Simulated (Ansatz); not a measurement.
Basis sets compared for Sn(OEt)4 (C₈H₂₀O₄Sn). Total charge 0; singlet. Geometry PBE-D4/def2-SVP. Ansatz on 4 threads of Arm Neoverse V2 on a shared host; times are rough, and most runs start from earlier orbitals.

Cartesian coordinates in Å:
```
Sn 0.002 0.000 0.002
O 1.967 0.381 0.053
C 2.683 0.140 1.269
C 4.090 0.692 1.103
H 2.180 0.627 2.138
H 2.728 -0.953 1.494
H 4.691 0.514 2.018
H 4.600 0.205 0.247
H 4.059 1.784 0.909
O -0.780 0.853 1.637
C -2.153 0.601 1.954
C -2.433 1.190 3.328
H -2.829 1.068 1.196
H -2.375 -0.493 1.953
H -3.494 1.034 3.611
H -1.790 0.712 4.094
H -2.225 2.279 3.333
O -0.519 -1.932 0.070
C -0.243 -2.760 -1.064
C -0.918 -4.104 -0.841
H -0.617 -2.295 -2.007
H 0.858 -2.906 -1.192
H -0.717 -4.789 -1.690
H -0.543 -4.577 0.090
H -2.016 -3.976 -0.743
O -0.661 0.699 -1.753
C -0.283 2.019 -2.157
C -0.743 2.221 -3.592
H -0.754 2.787 -1.496
H 0.821 2.165 -2.083
H -0.486 3.241 -3.945
H -0.258 1.484 -4.263
H -1.841 2.089 -3.671
```

In the def2 sets Sn takes a core potential; there is no spin–orbit coupling.

Binding counts from free atoms (Sn triplet, O triplet, C triplet, H doublet) in the same basis, without a counterpoise term.

```tsv
level	functions	energy (Eh)	HOMO (eV)	LUMO (eV)	binding per atom (eV)	wall time
PBE-D4/def2-SVP	294	-830.9047	-6.01	-2.60	4.14	7.5 s
PBE0-D4/def2-SVP	294	-830.9620	-7.70	-1.68	4.05	18 s
```

Question: Estimate the rows for PBE-D4/def2-TZVP, PBE0-D4/def2-TZVP (with forces).

Answer: 
```json
{"level": "PBE-D4/def2-TZVP", "functions": "542", "energy (Eh)": "-831.6328", "HOMO (eV)": "-6.19", "LUMO (eV)": "-2.78", "binding per atom (eV)": "4.11", "wall time": "16 s"}
{"level": "PBE0-D4/def2-TZVP (with forces)", "functions": "542", "energy (Eh)": "-831.6788", "HOMO (eV)": "-7.79", "LUMO (eV)": "-1.81", "binding per atom (eV)": "4.03", "wall time": "68 s"}
```
